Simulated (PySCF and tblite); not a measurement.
Values are calculated unless marked as measured or tabulated.
2 regioisomers of C₅H₃N₃:

```json
{"isomer": "A", "SMILES": "[N:1]#[C:2][c:3]1[cH:4][cH:5][cH:6][n:7][n:8]1"}
{"isomer": "B", "SMILES": "[N:1]#[C:2][c:3]1[cH:4][cH:5][n:6][n:7][cH:8]1"}
```

Each isomer is a Boltzmann average at 298.15 K over at most 6 conformers: GFN2-xTB geometries, energies PBE0/def2-SVP (IEF-PCM, dimethylsulfoxide) (D3(BJ) added where defined), GIAO shieldings wB97X-D/pcSseg-1 (IEF-PCM, dimethylsulfoxide), GFN2-xTB thermal terms. Programs: PySCF with density fitting and tblite.

Task: What shifts does each isomer give (ppm)?

Result: 
A: ¹H (against TMS): 9.90 (H6, 1H), 8.64 (H4, 1H), 8.36 (H5, 1H). ¹³C (against TMS): 161.1 (C6), 147.5 (C3), 146.9 (C4), 136.9 (C5), 126.4 (C2).

B: ¹H (against TMS): 10.04 (H5, 1H), 9.87 (H8, 1H), 8.40 (H4, 1H). ¹³C (against TMS): 160.8 (C8), 160.7 (C5), 141.4 (C4), 125.8 (C2), 120.2 (C3).

Shifts are unscaled: against experiment ¹³C can be off by 15 ppm or more and ¹H by 0.8 ppm.
